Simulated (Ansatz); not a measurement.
One change: `BC[O][Al]([F])[SH]` becomes `[F][Al]([SH])[O][SiH3]`.

Ansatz, PBE0-D4/def2-TZVP geometries, multiplicity 1. Each molecule was computed in one conformer, which needn't be the lowest.

```
                                        property  `BC[O][Al]([F])[SH]`
             HOMO energy (B3LYP/def2-TZVPP) / eV                 -7.57
           HOMO energy (ωB97M-V/def2-TZVPP) / eV                -10.04
              LUMO energy (PBE0/def2-TZVPP) / eV                 -1.63
               HOMO energy (PBE/def2-TZVPP) / eV                 -6.54
size of the dipole moment (B3LYP/def2-TZVPP) / D                  2.16
           HOMO–LUMO gap (B3LYP/def2-TZVPP) / eV                  5.69
```

**Question.** What does the change do to each property? (Estimate.)

**Answer.** Ansatz gave: 
```json
{"property": "HOMO energy (B3LYP/def2-TZVPP) / eV", "`[F][Al]([SH])[O][SiH3]`": "-7.81", "shift": "-0.24"}
{"property": "HOMO energy (ωB97M-V/def2-TZVPP) / eV", "`[F][Al]([SH])[O][SiH3]`": "-10.28", "shift": "-0.24"}
{"property": "LUMO energy (PBE0/def2-TZVPP) / eV", "`[F][Al]([SH])[O][SiH3]`": "-0.94", "shift": "0.69"}
{"property": "HOMO energy (PBE/def2-TZVPP) / eV", "`[F][Al]([SH])[O][SiH3]`": "-6.86", "shift": "-0.32"}
{"property": "size of the dipole moment (B3LYP/def2-TZVPP) / D", "`[F][Al]([SH])[O][SiH3]`": "1.66", "shift": "-0.50"}
{"property": "HOMO–LUMO gap (B3LYP/def2-TZVPP) / eV", "`[F][Al]([SH])[O][SiH3]`": "6.59", "shift": "0.90"}
```

With PBE0 the HOMO falls by 0.24 eV and the LUMO rises by 0.69 eV, so the gap widens by about 0.93 eV. PBE moves the HOMO by -0.32 eV and ωB97M-V by -0.24 eV. Dipoles are sizes alone; their direction can turn.

B3LYP here is the variant with VWN-RPA as its local correlation; programs differ in this.
